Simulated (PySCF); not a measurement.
Geometries of 2 isomers of C3H9Al, from PySCF 2.14.0, PBE0-D3(BJ)/def2-SVP geometry optimisation, gas phase. One conformer each, no zero-point energy, no frequencies.

**Question.** Which is lower in electronic energy at this level?
A.
```xyz
13
angstrom
C     -1.340    0.256   -1.038
C     -0.856   -0.354    0.269
C      0.616   -0.771    0.217
Al     1.903    0.687   -0.073
H     -0.765    1.165   -1.293
H     -2.400    0.548   -0.993
H     -1.224   -0.452   -1.876
H     -1.008    0.376    1.083
H     -1.494   -1.219    0.522
H      0.769   -1.554   -0.549
H      0.909   -1.255    1.171
H      3.326    0.408   -0.736
H      1.558    2.167    0.416
```
B.
```xyz
13
angstrom
C     -0.537    1.863    0.169
Al    -0.009   -0.026    0.074
C      1.899   -0.472    0.205
C     -1.369   -1.427   -0.130
H     -0.071    2.440   -0.650
H     -0.185    2.331    1.105
H     -1.626    2.021    0.106
H      2.458   -0.061   -0.654
H      2.094   -1.556    0.237
H      2.356   -0.023    1.104
H     -0.958   -2.380   -0.498
H     -2.186   -1.121   -0.805
H     -1.843   -1.639    0.846
```

**Answer.** B. That is trimethylaluminum (`[CH3][Al]([CH3])[CH3]`), 20.9 kcal/mol below the other.

```json
{"SMILES": "[CH3][Al]([CH3])[CH3]", "atoms numbered as above": "[CH3:1][Al:2]([CH3:3])[CH3:4]", "E (Eh)": "-361.75577", "relative (kcal/mol)": "0.0", "relative (kJ/mol)": "0.0", "dipole (D)": "0.02"}
{"SMILES": "CC[CH2][AlH2]", "atoms numbered as above": "[CH3:1][CH2:2][CH2:3][AlH2:4]", "E (Eh)": "-361.72242", "relative (kcal/mol)": "20.9", "relative (kJ/mol)": "87.6", "dipole (D)": "0.92"}
```
